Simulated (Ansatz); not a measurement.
Ideal-gas functions of F₂HInS (`[F][In]([F])[SH]`) at 800 K and 1 bar, from an Ansatz frequency run at PBE0-D4/def2-TZVP.

Molar mass 185.89 g/mol, point group Cs (symmetry number 1), electronic degeneracy 1, moments of inertia 99.106, 218.711, 317.816 u Å². Harmonic wavenumbers (cm⁻¹, unscaled): 82, 126, 138, 233, 370, 605, 613, 713, 2703.

Use S(trans) = R[1.5 ln M + 2.5 ln T − 1.1517]; rotational temperatures θ = 24.2544 K / I; S(rot) = R[ln(√π/σ · √(T³/θAθBθC)) + 1.5]; for each mode x = 1.438777 ν̃/T, S = R[x/(eˣ − 1) − ln(1 − e⁻ˣ)] and H = RT x/(eˣ − 1); 1 cm⁻¹ = 0.0119627 kJ/mol; R = 8.31446 J/(mol·K).

Q: By hand: the entropy, in J/(mol·K).

A: Translation 194.5. Rotation: θ = 0.2447, 0.1109, 0.0763 K, giving 126.3. Vibration, mode by mode: 24.24, 20.68, 19.92, 15.61, 11.85, 8.01, 7.91, 6.79, 0.38, in all 115.4. Electronic 0.0. Sum 436.2 J/(mol·K).

Q: By hand: H − E and G − E in kJ/mol, counted from the electronic energy.

A: Zero-point energy ½ × 5583 × 0.0119627 = 33.4; thermal vibration 38.8; translation, rotation and pV give 4 RT = 26.6. H − E = 98.8 kJ/mol, and G − E = 98.8 − 800 × 436.2/1000 = -250.2 kJ/mol.

Vibration gives 26 % of the entropy, 64.8 J/(mol·K) of it from the modes under 150 cm⁻¹: soft modes count most, and the harmonic formula is weakest for them. The sum counts one conformer and one mirror image; others add a mixing term.
